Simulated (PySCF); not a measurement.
Structure with atom numbers: `[O:1]=[C:2]([SiH2:3][SiH2:4][PH2:5])[C:6](=[O:7])[CH:8]1[CH2:9][CH2:10]1` (H(Xn): hydrogen on atom n). Ha(C9), Ha(C10) are cis to C6 on the ring; Hb(C9), Hb(C10) are trans to C6 on the ring.

PySCF 2.14.0 with density-fitted response routines calculation with GIAO PBE0/pcSseg-1 shieldings and geometry: GFN2-xTB; relativity neglected, isolated molecule, a single conformation, one averaged value for each set of equivalent atoms.

Shifts are taken against calculated references (same method and geometry level): 13C (σ = 186.93 ppm), 1H (σ = 31.72 ppm), 29Si (σ = 349.16 ppm) vs TMS; 17O (σ = 336.08 ppm) against H2O; 31P (σ = 318.38 ppm) vs H3PO4.

```tsv
atoms	nucleus	count	δ (ppm)
H(C8)	1H	1	2.38
O7	17O	1	595.3
P5	31P	1	?
O1	17O	1	874.4
Si3	29Si	1	-78.0
Hb(C9)/Hb(C10)	1H	2	1.22
C2	13C	1	247.2
C6	13C	1	210.0
C8	13C	1	?
Ha(C9)/Ha(C10)	1H	2	1.31
C9/C10	13C	2	?
Si4	29Si	1	-77.4
H(Si3)	1H	2	4.01
H(P5)	1H	2	?
H(Si4)	1H	2	?
```

Task: Fill in the missing shifts.

Result: 
- C9/C10: 18.7 ppm, three-membered-ring carbon; carbons of three-membered rings are unusually shielded
- C8: 14.9 ppm, three-membered-ring carbon; carbons of three-membered rings are unusually shielded
- H(Si4): 4.47 ppm, hydrogen on a silicon bonded to P, Si
- H(P5): 1.23 ppm, hydrogen on a phosphorus bonded to Si
- P5: -301.2 ppm, phosphorus bonded to Si, 2 H

Shifts are as computed. Against solution values, carbons near 30 ppm lie about +3 ppm off and those near 130 ppm about +5 ppm. Of 1211 compounds with measured shifts, 218 miss one by over three times the rms of a fit or turn the order of signals round; such compounds aren't used in these exercises. Unscaled 17O shifts of doubly bonded oxygen tend to come out too high, by tens of ppm or more. Experimental scales use liquid or dissolved standards, which lie at an offset from isolated H2O (liquid H2O: subtract about 36 ppm) and H3PO4.
